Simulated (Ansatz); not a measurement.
Two structures of ZnAsH₅SO, closed shell, reached by relaxing down either side of one saddle point (PBE0-D4/def2-TZVP). Energies are electronic, without zero-point energy. Program: Ansatz 0.2.0. Basis: def2-TZVPP and def2-QZVPP. Cores are frozen in the correlated methods. The 3s and 3p shells of Cu and Zn are frozen; filled d shells are correlated. The def2 sets are not built for correlating such inner shells, so the correlated values are less sure here. Extrapolation: Hartree–Fock as exp(−7.88 √X), correlation as X^−2.97. First:

| atom | x (Å) | y (Å) | z (Å) |
| --- | --- | --- | --- |
| Zn1 | 0.2411 | 0.4660 | -1.1614 |
| S2 | 2.3873 | 0.2635 | -1.0332 |
| O3 | -1.5158 | 0.6668 | -1.4127 |
| H4 | -0.7216 | -1.3718 | 0.3363 |
| As5 | -0.9311 | -0.7822 | 1.7267 |
| H6 | 2.3533 | 0.0518 | 0.2934 |
| H7 | -1.7723 | 1.1946 | -2.1705 |
| H8 | -0.5384 | 0.6227 | 1.2803 |
| H9 | 0.4976 | -1.1114 | 2.1412 |

Second:

Zn1  (-1.078, 0.237, -0.312)
S2  (1.664, -0.402, -0.782)
O3  (-1.405, 1.021, -1.900)
H4  (1.925, -0.449, 0.533)
As5  (-1.435, -0.482, 1.928)
H6  (2.000, 0.896, -0.872)
H7  (-0.838, 0.751, -2.623)
H8  (-0.150, 0.209, 2.379)
H9  (-0.682, -1.781, 1.649)
(Å)

(1) Which bonds change from the first to the second?

(2) Give the saddle point's structure and its height above each. (Judge from chemistry; the value comes from the calculation.)

No T1 diagnostic of these runs exceeds 0.015.

Results:

(1) ZnH₂SO ([OH][Zn][SH]) + AsH₃ → ZnAsH₃O ([OH][Zn][AsH2]) + H₂S; bonds formed: Zn1–As5, S2–H4; bonds broken: Zn1–S2, H4–As5.

(2) The calculation gives: 121.6 kJ/mol above the first and 109.1 kJ/mol above the second (CCSD(T) at an estimated basis limit (MP2 extrapolated from triple and quadruple zeta, plus CCSD(T) − MP2 in triple zeta)).
```xyz
9
angstrom
Zn -0.4146 0.1978 -0.8290
S 1.8684 -0.3666 -0.6908
O -1.6612 0.8061 -1.9657
H 0.6375 -0.4922 0.5625
As -0.9542 -0.4226 1.6245
H 2.1645 0.8576 -0.2212
H -1.3234 0.9685 -2.8488
H 0.0800 0.2630 2.4971
H -0.3971 -1.8114 1.8714
```

Labels in which every atom is bracketed show which atoms are joined, not bond orders.

For scale, one of the runs: CCSD(T)/def2-TZVPP, 255 basis functions, launched by `ansatz run in.yaml --threads 8 --pin off --events-out ev --progress --plain --max-ram 19148MiB`. The run took 3.6 min on 8 CPU threads of an Intel Xeon (shared host), with 5.6 GiB of host memory at its peak.
